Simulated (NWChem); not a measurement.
System meant: Si2H3OF3; SMILES [SiH](O[SiH2]F)(F)F

NWChem input:

```
start job
memory heap 200 mb stack 700 mb global 900 mb
geometry units angstroms noautosym nocenter noautoz
  Si     0.262664    -1.741557    -0.489295
  F     -0.760107    -2.545870     0.454167
  O      0.538660    -0.255237     0.169891
  Si    -0.043730     1.239939     0.442491
  F      0.850642     2.301112    -0.347359
  F     -1.527906     1.343039    -0.144050
  H      1.549876    -2.464866    -0.513001
  H     -0.353795    -1.596368    -1.825858
  H     -0.037538     1.559498     1.873465
end
basis spherical
  Si library 6-31g*
  F library 6-31g*
  O library 6-31g*
  H library 6-31g*
end
dft
  xc m06-2x
  iterations 150
end
property
  shielding
end
task dft property
```

End of the output:

```
 Vector   36  Occ=0.000000D+00  E= 9.453724D-02
              MO Center= -4.7D-02,  1.2D+00,  5.8D-01, r^2= 4.7D+00
   Bfn.  Coefficient  Atom+Function         Bfn.  Coefficient  Atom+Function
  ----- ------------  ---------------      ----- ------------  ---------------
    57      1.035637  4 Si px                84      0.485415  6 F  s
    53      0.286605  4 Si px                38     -0.261586  3 O  s
     6      0.238454  1 Si s                 58     -0.212943  4 Si py
    12     -0.206372  1 Si py                39     -0.169087  3 O  px
    70     -0.168740  5 F  s                 71     -0.137489  5 F  px

 center of mass
 --------------
 x =  -0.16323272 y =   0.00326552 z =   0.00331335

 moments of inertia (a.u.)
 ------------------
        1515.777485033537         -54.040004363269          38.799887968467
         -54.040004363269         370.207292027717         -17.228234334326
          38.799887968467         -17.228234334326        1697.398738118326

     Multipole analysis of the density
     ---------------------------------

     L   x y z        total         alpha         beta         nuclear
     -   - - -        -----         -----         ----         -------
     0   0 0 0     -0.000000    -33.000000    -33.000000     66.000000

     1   1 0 0      0.324080      4.322688      4.322688     -8.321295
     1   0 1 0     -0.202970      1.487543      1.487543     -3.178056
     1   0 0 1      0.025759      0.104248      0.104248     -0.182737

     2   2 0 0    -36.200478    -86.959749    -86.959749    137.719020
     2   1 1 0     -1.795508     -9.803016     -9.803016     17.810523
     2   1 0 1     -0.043765      9.518038      9.518038    -19.079841
     2   0 2 0    -36.219366   -371.264103   -371.264103    706.308840
     2   0 1 1      3.480291    -10.801255    -10.801255     25.082802
     2   0 0 2    -32.804266    -45.970009    -45.970009     59.135752

          -----------------------------------------
          Chemical Shielding Tensors (GIAO, in ppm)
          -----------------------------------------

 ------------------------------------------------------------------------
  xm06: d2 not coded                    0
 ------------------------------------------------------------------------
 ------------------------------------------------------------------------
  current input line :
    27: task dft property
 ------------------------------------------------------------------------
 ------------------------------------------------------------------------
 This error has not yet been assigned to a category
 ------------------------------------------------------------------------
 For more information see the NWChem manual at https://nwchemgit.github.io

0: xm06: d2 not coded:Received an Error in Communication
```

Can this run be used? If not, why, and what is the fix?

The run crashed. Cause: this functional's second derivatives, which shieldings need, aren't coded here; the fix takes a hybrid GGA instead. This input runs:
```
start job
memory heap 200 mb stack 700 mb global 900 mb
geometry units angstroms noautosym nocenter noautoz
  Si     0.262664    -1.741557    -0.489295
  F     -0.760107    -2.545870     0.454167
  O      0.538660    -0.255237     0.169891
  Si    -0.043730     1.239939     0.442491
  F      0.850642     2.301112    -0.347359
  F     -1.527906     1.343039    -0.144050
  H      1.549876    -2.464866    -0.513001
  H     -0.353795    -1.596368    -1.825858
  H     -0.037538     1.559498     1.873465
end
basis spherical
  * library 6-31g*
end
dft
  xc pbe0
  iterations 150
end
property
  shielding
end
task dft property
```
It converges to -955.16004 Ha (PBE0/6-31G* (spherical d), GIAO).
